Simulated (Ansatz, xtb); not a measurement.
# Ranking isomers of BrGeHSSi

4 gas-phase structures of BrGeHSSi, found in a search over its isomers (lower ones may exist). Each was relaxed with GFN2-xTB; where two conformers were screened, the lower at r2SCAN-D4/def2-SVP is listed:

A. `S=[SiH][Ge][Br]`, a singlet
B. a singlet given by its coordinates
C. `[SiH][Ge](=[S])[Br]`, a singlet
D. a singlet given by its coordinates

D (Å):

| atom | x (Å) | y (Å) | z (Å) |
| --- | --- | --- | --- |
| Br | 0.0603 | 3.1049 | 0.1630 |
| Ge | 0.1873 | -0.1439 | -2.2308 |
| S | -0.0658 | -0.5017 | -0.0945 |
| Si | -1.0202 | 1.4085 | -0.8534 |
| H | -2.2615 | 1.3838 | -0.0829 |

Close contacts (Å): Br1–Si4 2.25, Ge2–S3 2.18, Ge2–Si4 2.40, S3–Si4 2.27, Si4–H5 1.46.

B (Å):

```xyz
5

Br   -4.3997   -0.2185    0.9698
Ge   -3.6713    1.7496    2.1081
S    -1.7132    0.9273    3.3029
Si   -1.3101    1.6446    1.3709
H     0.0724    1.2377    1.0963
```

Close contacts (Å): Br1–Ge2 2.39, Ge2–S3 2.44, Ge2–Si4 2.48, S3–Si4 2.10, Si4–H5 1.47.

Question: Make a reasoned guess at their ranking by r2SCAN-D4/def2-SVP single-point energy.

Answer: Calculated order at r2SCAN-D4/def2-SVP: D (0.0), B (14.7), A (24.6), C (45.8) kcal/mol.

Energies above the lowest of each column, in kcal/mol; the last columns are at B3LYP-D3(BJ)/def2-SVP geometries and were run for some of them only (a dash: not run or not comparable):

```json
{"structure": "D", "GFN2-xTB": "8.2", "HF/STO-3G": "0.0", "r2SCAN-D4/def2-SVP": "0.0", "B3LYP-D3(BJ)/def2-SVP": "0.0", "CCSD(T)/def2-SVP + ΔMP2/def2-TZVPP": "0.0"}
{"structure": "B", "GFN2-xTB": "0.0", "HF/STO-3G": "22.0", "r2SCAN-D4/def2-SVP": "14.7", "B3LYP-D3(BJ)/def2-SVP": "15.9", "CCSD(T)/def2-SVP + ΔMP2/def2-TZVPP": "20.4"}
{"structure": "A", "GFN2-xTB": "12.0", "HF/STO-3G": "40.4", "r2SCAN-D4/def2-SVP": "24.6", "B3LYP-D3(BJ)/def2-SVP": "–", "CCSD(T)/def2-SVP + ΔMP2/def2-TZVPP": "–"}
{"structure": "C", "GFN2-xTB": "31.0", "HF/STO-3G": "39.2", "r2SCAN-D4/def2-SVP": "45.8", "B3LYP-D3(BJ)/def2-SVP": "–", "CCSD(T)/def2-SVP + ΔMP2/def2-TZVPP": "–"}
```

CCSD(T)/def2-SVP + ΔMP2/def2-TZVPP puts D lowest of those it was run on; GFN2-xTB picks B. Some further structures that were screened fall inside this span and aren't listed. Flexible structures stand in one conformer each, not always the lowest. Frequencies (B3LYP-D3(BJ)/def2-SVP) were run for B, D alone. ΔMP2 is the change of the MP2 energy from the smaller to the larger basis.

Over these structures GFN2-xTB departs from r2SCAN-D4/def2-SVP by 8.3 kcal/mol on average once a common shift is removed. A GFN2-xTB relaxation took about 0.53 s and the r2SCAN-D4/def2-SVP energy about 8.1 s on a shared host (Ansatz 0.2.0, xtb 6.7.1).
